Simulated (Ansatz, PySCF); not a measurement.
Te(Me)(SMe) (C₂H₆STe), SMILES C[Te]SC. Atoms are numbered in the order given.

```xyz
10

Te    -0.3017    -0.0628     0.7263
C     -1.6511     1.3896    -0.1840
H     -2.4836     1.5467     0.5172
H     -2.0295     0.9987    -1.1363
H     -1.1006     2.3257    -0.3357
S      1.4718     0.1334    -0.9203
C      0.9504    -1.0347    -2.2327
H      0.8668    -2.0588    -1.8445
H      1.7416    -1.0010    -2.9981
H     -0.0012    -0.7276    -2.6885
```

Geometry: B3LYP-D3(BJ)/def2-SVP. The def2 effective core potentials stand for the cores of Te; spin–orbit coupling is left out. One conformer was computed; it need not be the lowest.

Two levels are set side by side: PBE-D3(BJ)/def2-SVP (Ansatz, a quantum-chemistry and plane-wave program) and B3LYP-D3(BJ)/def2-SVP (Ansatz). Each level has its own optimised geometry; the coordinates shown are those of the second. Frequencies come from the Hessian of PySCF at each geometry. Differences are taken from unrounded values.

```tsv
quantity	B3LYP-D3(BJ)
mean bond length (Å)	1.448
bond Te1–C2 (Å)	2.182
bond Te1–S6 (Å)	2.428
bond S6–C7 (Å)	1.833
bond C2–H3 (Å)	1.100
bond C2–H4 (Å)	1.097
bond C2–H5 (Å)	1.097
bond C7–H8 (Å)	1.098
bond C7–H9 (Å)	1.101
bond C7–H10 (Å)	1.099
highest harmonic wavenumber (cm⁻¹)	3189
mean harmonic wavenumber (cm⁻¹)	1367
zero-point energy (kcal/mol)	46.90
```

Q: What does PBE-D3(BJ) give, and how far is it from B3LYP-D3(BJ)? (The exact figures need the calculation; the answer reports its results.)

A: 
```
quantity                            PBE-D3(BJ)  PBE-D3(BJ) minus B3LYP-D3(BJ)
----------------------------------  ----------  -----------------------------
mean bond length (Å)                     1.453                          0.005
bond Te1–C2 (Å)                          2.184                          0.003
bond Te1–S6 (Å)                          2.423                         -0.005
bond S6–C7 (Å)                           1.833                          0.000
bond C2–H3 (Å)                           1.108                          0.008
bond C2–H4 (Å)                           1.105                          0.008
bond C2–H5 (Å)                           1.104                          0.008
bond C7–H8 (Å)                           1.107                          0.008
bond C7–H9 (Å)                           1.109                          0.008
bond C7–H10 (Å)                          1.107                          0.008
highest harmonic wavenumber (cm⁻¹)        3132                            -57
mean harmonic wavenumber (cm⁻¹)           1331                            -36
zero-point energy (kcal/mol)             45.65                          -1.25
```

Exact exchange shortens and stiffens bonds; PBE has none. Differences between two approximate levels are no errors against the true value.
